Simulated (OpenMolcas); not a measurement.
**Co2+ in CaO: curves along the breathing mode**

Co2+ with its 6 nearest oxide ions, on the Ca site of CaO (a = 4.8105 Å, distance in the model lattice 2.405 Å). The rest of the host is ab initio model potentials to 7.6 Å, with orthogonalisation functions on the cations behind the ligands, and point charges beyond; the distance is set by hand and nothing relaxes. Ligand basis ANO-RCC-VDZP.

```yaml
Program: OpenMolcas 26.06
Method: CASSCF
Basis: ANO-RCC-VDZP [5s4p2d1f]
Scalar_Hamiltonian: DKH2, point nucleus
Active_space: 7 electrons in 5 orbitals (3d)
State_averaging: 2S+1 = 4 even, 10 roots; 2S+1 = 2 even, 40 roots
Spin-orbit_coupling: RASSI with atomic mean-field integrals over the reference wave functions
```

Spin-free energies (labels of O, the rotations of Oh) in cm-1 above the lowest fitted minimum, as all ligands move together:

```csv
R (Å),4T1,4T2,4A2,2E,2T1,2T2,4T1(2)
2.076,14080,21810,30860,27120,33690,34060,38420
2.125,7470,14520,22790,21220,27110,27400,31230
2.174,3060,9500,17100,17390,22710,22920,26300
2.223,630,6550,13560,15450,20290,20410,23420
2.272,30,5500,11990,15270,19680,19730,22440
2.321,1170,6250,12290,16760,20810,20780,23240
2.37,4000,8730,14370,19880,23620,23520,25770
```

Cubic fits give the following; the wavenumber is harmonic, with the mass of all moving ligands, small differences in it between states hang on the degree of the fit, a number in brackets counts states of one label, and the table is a selection of at most 14 states with clean curves.

```csv
State,R0 (Å),Breathing mode (cm-1),Minimum (cm-1)
4T1,2.263,509,0
4T2,2.275,513,5490
4A2,2.288,516,11900
2E,2.252,502,15120
2T1,2.263,507,19650
2T2,2.266,507,19710
4T1(2),2.273,512,22440
2A1,2.274,513,23450
2T1(2),2.266,508,25150
2T2(2),2.272,511,27480
2T1(3),2.274,513,28100
2E(2),2.275,511,30050
2T2(3),2.278,513,32880
2E(3),2.283,517,32980
```

The minimum of 4T2 is shifted by +0.0117 Å against 4T1 (from the unrounded fits). With M = 96.0 u for the moving shell, the Huang-Rhys factor in this mode is S = M ω ΔR² / 2ħ = 0.01483 × 96.0 × 509 × 0.0117² = 0.10. Only the first shell moves, against a rigid host.

An orbital triplet at a regular site is open to Jahn-Teller coupling, which can distort the site and quench the lowest spin-orbit gaps and is left out. Without dynamic correlation the repulsion within the d shell is too large (B by tens of per cent), so at a given field states of lower spin stand too high. Ligand-to-metal charge-transfer states are missing. With no ligand orbital active B as a rule stays too high, so bands that hang on it stand too high and its fall with covalency is understated. With metal d orbitals alone and no dynamic correlation 10Dq can be off by a tenth to a fifth, either way, in oxide and fluoride hosts. No measured value stands beside these numbers.
